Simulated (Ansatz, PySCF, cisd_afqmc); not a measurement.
Species: BOF, charge 0, singlet. BOF (fluoro(oxo)borane, SMILES O=BF).
B3LYP-D3(BJ)/def2-TZVP minimum from Ansatz (an electronic-structure program):
```
B
O 1 1.2071
F 1 1.2860 2 180.00
```
Charge 0, spin multiplicity 1.

Atomisation energy term by term, kcal/mol (programs: Ansatz, cisd_afqmc). Open shells are spin-unrestricted; no spin-orbit coupling. Correlated methods leave the cores frozen. Rows without X2C or -DK are non-relativistic. AFQMC/CISD: phaseless, guided by CISD from CCSD amplitudes; bars are statistical, one sigma. Outlying blocks are dropped, and bars are widened where a walk drifts. Over all cases where full CI ran beside it in this data, AFQMC minus full CI had a median of +0.1 mEh and passed +0.4 mEh in a tenth of the cases. CBS(X,Y): correlation extrapolated as X^-3, Hartree-Fock from the larger set (Q,5: extrapolated as (X+1)exp(-9√X)). A bracket is a step between two methods taken in the basis named. '+ core + X2C': CCSD(T) terms for core correlation (cc-pwCVTZ) and scalar relativity (cc-pVTZ-DK). For partners of very few electrons the exact lower level stands in for a higher one.

```tsv
term	basis	kcal/mol
Hartree-Fock	CBS(cc-pVQZ,cc-pV5Z)	255.79
CCSD correlation	CBS(cc-pVQZ,cc-pV5Z)	91.28
(T)	CBS(cc-pVQZ,cc-pV5Z)	9.25
CCSDT(Q) - CCSD(T)	cc-pVTZ	0.18
CCSDTQ - CCSDT(Q)	cc-pVDZ	-0.15
core correlation	cc-pwCVTZ	1.95
scalar relativity	X2C, cc-pVTZ-DK	-0.45
minus zero-point energy	Hessian by PySCF at B3LYP-D3(BJ)/def2-TZVP	-5.97
sum: D0		351.9
```

The step beyond CCSD(T) by other levels: CCSDTQ in cc-pVDZ 0.63; AFQMC/CISD in cc-pVDZ 1.04 ± 0.34; CCSDT(Q) in cc-pVDZ 0.78; AFQMC/CISD in cc-pVTZ -0.04 ± 0.26 kcal/mol.
